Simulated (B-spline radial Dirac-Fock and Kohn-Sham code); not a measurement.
Binding energies of V at several levels of theory

System: atomic vanadium in the configuration [Ar] 3d5 (not the ground configuration).

The density-functional columns are spherical, spin-unpolarised Dirac-Kohn-Sham results without Breit or QED terms: −ε is minus the orbital energy of the initial state and ΔSCF the difference of two total energies. The reference in the last column comes from ΔSCF Dirac-Fock with Breit, self-energy and vacuum polarisation, finite nucleus, configuration average. All numbers are from a radial atomic solver, in eV; a selection of levels is shown. The Kohn-Sham columns are given as differences from the reference.

```
     level  LDA −ε − DF  LDA ΔSCF − DF  Dirac-Fock
    K (1s)       -122.2           +9.1      5467.0
   L1 (2s)        -35.0          -17.4       629.6
L2 (2p1/2)        -20.6           +1.1       521.8
L3 (2p3/2)        -20.8           +0.6       514.9
   M1 (3s)         -9.6           -5.1       73.81
M2 (3p1/2)         -4.0           +0.4       43.11
M3 (3p3/2)         -4.1           +0.4       42.36
 M4,5 (3d)         -0.2           +3.3        1.57
```

Values without a named source are computed, but for edge energies of neutral atoms, which are taken from tables.
